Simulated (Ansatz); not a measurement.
C3H11NSn, SMILES `CC(C)[NH][SnH3]`. Charge 0, multiplicity 1. Sn: def2 effective core potential.

Cartesian coordinates in Å:
```
C -0.258 -1.083 -1.109
C 0.505 0.021 -0.385
C 1.109 1.002 -1.378
N -0.294 0.752 0.590
Sn -0.838 -0.127 2.332
H -1.088 -0.657 -1.681
H -0.675 -1.807 -0.403
H 0.387 -1.626 -1.806
H 1.331 -0.444 0.170
H 0.317 1.499 -1.948
H 1.764 0.494 -2.091
H 1.683 1.769 -0.856
H -1.056 1.239 0.133
H 0.625 -0.591 3.076
H -1.839 -1.510 2.138
H -1.672 1.069 3.217
```

Q: What are the harmonic wavenumbers in cm⁻¹ at PBE0-D4/def2-TZVP (Ansatz, finite differences of forces, unscaled)? (An estimate is asked.)

A: Computed: 53, 91, 137, 232, 261, 304, 385, 426, 472, 488, 539, 676, 696, 718, 726, 853, 923, 942, 1002, 1138, 1153, 1194, 1309, 1348, 1388, 1405, 1417, 1471, 1476, 1491, 1495, 1896, 1951, 1958, 3013, 3033, 3040, 3104, 3112, 3116, 3138, 3548.

Q: Is this a minimum?

A: Yes, all 42 modes are real.

Q: Give the ideal-gas thermochemistry at 298.15 K and 1 bar (rigid rotor, harmonic oscillator; point group C1, symmetry number 1).

A: Zero-point energy 341.6 kJ/mol; H(298) − E = 366.5 kJ/mol; entropy 383.3 J/(mol·K), of which translation 173.6, rotation 117.6, vibration 92.1; G(298) − E = 252.2 kJ/mol. Modes under 100 cm⁻¹ are hindered rotations or soft bends, so the harmonic entropy is rough.

Q: Rotational constants (cm⁻¹)?

A: 0.232, 0.03713, 0.03388.
